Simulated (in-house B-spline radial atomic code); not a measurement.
A fraction x of an electron is removed from 5p in Er II (Er+), starting from [Xe] 4f12 6s1 and keeping the highest spin. Computed with a B-spline radial code for spherical atoms: scalar-relativistic (X2C) LC-wPBE, spin-polarised, spherical fractional occupations, Fermi nucleus of rms radius 5.2516 fm.

Caution: exact exchange at fractional occupations of open shells leaves self-interaction of up to several eV.

| x | E(x) - E(0) (eV) | 5p down level (eV) |
| --- | --- | --- |
| 0 | 0.0000 | -37.461 |
| 0.11 | 4.1707 | -38.373 |
| 0.15 | 5.7123 | -38.708 |
| 0.35 | 13.6238 | -40.413 |
| 0.39 | 15.2473 | -40.760 |
| 0.5 | ? | ? |
| 0.59 | 23.5743 | -42.516 |
| 0.65 | 26.1413 | -43.050 |
| 0.86 | ? | ? |
| 1 | 41.7619 | -46.227 |

Problem. What belongs in the row x = 0.5?

Solution. An energy change of 19.7836 eV; 5p down at -41.721 eV.

Problem. What belongs in the row x = 0.86?

Solution. An energy change of 35.3801 eV; 5p down at -44.944 eV.

Problem. Check Janak's theorem between x = 0.11 and 0.15.

Solution. The slope of the energy is 38.54 eV; the orbital levels give 38.54 eV (-ε of the emptying orbital, averaged over the two points).
